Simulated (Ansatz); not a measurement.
AlBClFH$_{5}$NSi, SMILES `B[NH][AlH][SiH](F)Cl`. Total charge 0; spin multiplicity 1. All single points use the PBE0-D4/def2-TZVP geometry. It is one conformer, not always the lowest.

```xyz
11

B     0.323   -1.442   -1.292
N    -0.713   -0.504   -1.437
Al   -1.040    0.780   -0.220
Si    0.433    0.865    1.753
F     0.595   -0.559    2.465
Cl    2.299    1.471    1.117
H     0.523   -2.276   -2.130
H     1.007   -1.390   -0.306
H    -1.268   -0.573   -2.279
H    -2.210    1.811   -0.501
H     0.051    1.816    2.830
```

Task: What is the dipole moment at B3LYP/def2-TZVPP? (Best estimate.)

Result: The calculation gave: 2.95 D, with components (-2.47, 1.01, -1.28) D in this frame, pointing from negative to positive charge.

Task: And with PBE, r2SCAN, ωB97M-V? (Best estimate.)

Result: Computed: PBE 2.83 D, r2SCAN 2.87 D, ωB97M-V 3.00 D.

Task: Give the Mulliken charges with B3LYP, PBE, ωB97M-V in def2-TZVPP. (Best estimate.)

Result: Ansatz gave: 
| atom | B3LYP | PBE | ωB97M-V |
| --- | --- | --- | --- |
| B1 | -0.11 | -0.11 | -0.13 |
| N2 | -0.21 | -0.16 | -0.24 |
| Al3 | 0.37 | 0.31 | 0.36 |
| Si4 | 0.52 | 0.44 | 0.42 |
| F5 | -0.31 | -0.26 | -0.29 |
| Cl6 | -0.25 | -0.21 | -0.21 |
| H7 | 0.01 | 0.00 | 0.06 |
| H8 | 0.03 | 0.02 | 0.06 |
| H9 | 0.14 | 0.15 | 0.11 |
| H10 | -0.13 | -0.10 | -0.09 |
| H11 | -0.08 | -0.07 | -0.04 |

B3LYP here is the variant with VWN-RPA as its local correlation; programs differ in this.
